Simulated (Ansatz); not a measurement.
Z-matrix (Å, degrees):
```
C
C 1 1.526
H 1 1.096 2 110.5
H 1 1.092 2 112.1 3 120.4
H 1 1.094 2 111.6 3 -119.0
C 2 1.524 1 112.0 3 58.6
Ga 2 1.970 1 110.9 3 -174.9
H 2 1.097 1 108.1 3 -60.9
H 6 1.093 2 112.4 1 -176.7
H 6 1.096 2 110.7 1 -56.8
H 6 1.094 2 111.7 1 62.3
O 7 1.785 2 121.3 1 43.4
O 7 1.794 2 127.4 1 -136.2
H 12 0.960 7 112.5 2 -180.0
H 13 0.959 7 114.8 2 0.5
```

Total charge 0; spin multiplicity 1.

(1) List the r2SCAN/def2-TZVPP orbital energies in eV (Ansatz). (Estimate.)

## Answers

(1) The calculation gave: Occupied: -10121.80, -1243.95, -1100.41, -1100.27, -1100.26, -515.26, -515.13, -273.41, -273.11, -272.98, -147.68, -100.66, -100.35, -100.31, -25.42, -25.23, -20.84, -20.15, -20.14, -20.12, -19.90, -19.81, -17.97, -15.04, -12.49, -11.69, -11.63, -11.14, -10.38, -9.84, -8.87, -8.78, -8.65, -7.81, -7.70, -7.09, -6.70. Lowest empty: -0.69, -0.55, 0.97, 1.53, 2.04, 2.48, 2.74, 2.95.
